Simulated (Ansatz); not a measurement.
Cartesian coordinates in Å:
```
F 1.5110 1.4732 3.6535
P 0.2172 0.8142 3.1262
F -0.8182 1.8227 3.6699
F 0.0583 -0.3164 4.1654
Au 0.1074 0.2705 1.0233
N 0.0195 -0.2301 -0.9021
Si -0.0469 -1.9065 -1.2808
Si -0.1755 1.0437 -2.0412
H 0.9470 -2.6743 -0.4778
H 0.2493 -2.1026 -2.7276
H -1.3792 -2.5200 -1.0033
H 0.7458 2.1760 -1.7392
H -1.5551 1.6136 -2.0557
H 0.1195 0.5361 -3.4104
```

Total charge 0; spin multiplicity 1. Au takes the def2 core potential.

Problem. List the CAM-B3LYP/def2-TZVPP orbital energies in eV (the Gaussian-basis code of Ansatz). (Estimate.)

Solution. The calculation gave: Occupied: -2105.05, -1800.72, -1800.72, -676.13, -676.11, -676.10, -390.60, -185.75, -145.24, -145.24, -135.79, -135.79, -135.63, -117.15, -100.57, -100.57, -100.56, -100.56, -100.55, -100.55, -67.82, -67.26, -67.22, -38.76, -37.26, -37.23, -24.12, -22.08, -18.92, -18.90, -18.51, -16.92, -16.91, -16.82, -16.00, -15.83, -15.81, -15.32, -14.67, -13.03, -12.93, -12.20, -11.71, -11.67, -11.25, -11.11, -10.98, -10.64, -10.35, -9.52, -8.18. Lowest empty: -0.78, -0.61, 0.88, 1.78, 2.08, 2.22, 2.32, 2.53.
